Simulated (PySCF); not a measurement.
# Frontier orbitals and the lowest excitations

Species: C4H9ClSi2.
Z-matrix (Å and degrees, GFN2-xTB geometry), rows numbered from 1:
```
Si
Si  1  2.3126
C   2  1.9100  1  110.66
C   3  1.5055  2  114.48  1   -43.10
C   4  1.3307  3   93.02  2   114.61
Cl  5  1.7117  4  134.63  3  -176.85
C   5  1.4983  4   95.49  3     1.67
H   1  1.4654  2  112.09  3    92.32
H   1  1.4657  2  111.14  3  -148.38
H   1  1.4651  2  112.97  3   -28.49
H   2  1.4714  1  114.80  3   119.17
H   2  1.4705  1  113.94  3  -118.63
H   3  1.0906  2  111.91  1  -174.07
H   4  1.0731  3  132.28  2   -64.63
H   7  1.0892  3  116.05  2     1.97
H   7  1.0887  3  114.75  2   130.78
```

Method used: TDDFT PBE0/def2-SVPD, vertical, gas phase, core orbitals frozen in the response in PySCF 2.14.0, density-fitted response routines.

Frontier orbitals with the atoms that hold most of them (Löwdin shares over 4%, at most four atoms; ? is withheld):

```tsv
orbital	ε (eV)	atoms
LUMO+2	0.22	Si1 32%, Si2 20%, H8 11%, H11 7%
LUMO+1	-0.21	Si2 26%, Si1 23%, H12 8%, H10 7%
LUMO	?	?
HOMO	-7.06	?
HOMO-1	-8.58	Si1 33%, Si2 30%, C3 7%, H9 5%
HOMO-2	-8.80	Cl6 54%, C7 13%, C5 11%, C3 7%
HOMO-3	-9.13	Cl6 25%, C3 19%, Si2 13%, C4 11%
```

Problem. Which atoms hold the LUMO, and with what shares?

Solution. C5 (bonded to 2 C and Cl) 18%; C4 (bonded to 2 C and H) 17%; Si2 (bonded to C, Si and 2 H) 15%; Si1 (bonded to Si and 3 H) 12%. By element: carbon 35% or more, silicon 27%.

Problem. Which atoms hold the HOMO, and with what shares?

Solution. C4 (bonded to 2 C and H) 25%; C5 (bonded to 2 C and Cl) 24%; Cl6 (bonded to C) 22%; C3 (bonded to 2 C, Si and H) 11%. By element: carbon 60% or more, chlorine 22%.

Problem. What is the LUMO energy, and the HOMO–LUMO gap?

Solution. ε(LUMO) = -0.32 eV; the gap is 6.74 eV (0.2478 hartree).

Problem. How does S1 compare with the orbital gap of 6.74 eV?

Solution. S1 is at 5.81 eV (f = 0.0066), 0.93 eV below the gap, made of HOMO→LUMO (54%), HOMO→LUMO+1 (43%). Without the coupling terms of the response equations the lowest excitation would equal the gap.

Next come S2 at 5.98 eV (f 0.135), HOMO→LUMO+1 (53%), HOMO→LUMO (35%); S3 at 6.38 eV (f 0.054), HOMO→LUMO+2 (89%); S4 at 6.58 eV (f 0.027), HOMO→LUMO+3 (79%), HOMO→LUMO+5 (8%); S5 at 6.77 eV (f 0.0036), HOMO→LUMO+5 (81%).

Time: 55 s of wall time; peak memory 1.0 GiB. Hardware: Arm Neoverse V1, one thread, shared host with 32 logical CPUs at a one-minute load of 28.

One conformer stands for the species.
